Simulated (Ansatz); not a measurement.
Start from `F[Si](Cl)(Cl)Cl` and change one atom or group to get `O[SiH2]O[Si](F)(Cl)Cl`.

Ansatz, PBE0-D4/def2-TZVP geometries, multiplicity 1. Each molecule was computed in one conformer, which needn't be the lowest.

```tsv
property	`F[Si](Cl)(Cl)Cl`
HOMO–LUMO gap (B3LYP/def2-TZVPP) / eV	8.80
LUMO energy (PBE0/def2-TZVPP) / eV	-0.26
HOMO–LUMO gap (ωB97M-V/def2-TZVPP) / eV	13.70
HOMO energy (PBE0/def2-TZVPP) / eV	-9.63
LUMO energy (PBE/def2-TZVPP) / eV	-1.29
HOMO–LUMO gap (PBE/def2-TZVPP) / eV	6.89
```

Q: Give the same properties after the change, and the shifts. (Estimate.)

A: The calculation gave: 
| property | `O[SiH2]O[Si](F)(Cl)Cl` | shift |
| --- | --- | --- |
| HOMO–LUMO gap (B3LYP/def2-TZVPP) / eV | 8.94 | 0.14 |
| LUMO energy (PBE0/def2-TZVPP) / eV | 0.20 | 0.46 |
| HOMO–LUMO gap (ωB97M-V/def2-TZVPP) / eV | 13.32 | -0.38 |
| HOMO energy (PBE0/def2-TZVPP) / eV | -9.27 | 0.36 |
| LUMO energy (PBE/def2-TZVPP) / eV | -0.74 | 0.55 |
| HOMO–LUMO gap (PBE/def2-TZVPP) / eV | 7.06 | 0.17 |

With PBE0 the HOMO rises by 0.36 eV and the LUMO rises by 0.46 eV, so the gap widens by about 0.10 eV. PBE moves the HOMO by 0.38 eV and ωB97M-V by 0.31 eV.

B3LYP here is the variant with VWN-RPA as its local correlation; programs differ in this.
